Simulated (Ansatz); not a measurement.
Harmonic frequencies (cm⁻¹) at PBE0-D4/def2-TZVP from Ansatz: 15, 29, 62, 147, 228, 231, 258, 324, 424, 577, 611, 689, 733, 735, 891, 955, 958, 990, 1156, 2220, 2221, 2224, 2712, 3971.

Each molecule was computed in one conformer, which needn't be the lowest.

Which molecule is it?
A. `[OH][Al]([SH])[O][SiH3]`
B. `C[S][Al]([Cl])[Cl]`
C. `[SiH3][O][AlH][Br]`
D. `C[O][AlH][F]`

A.
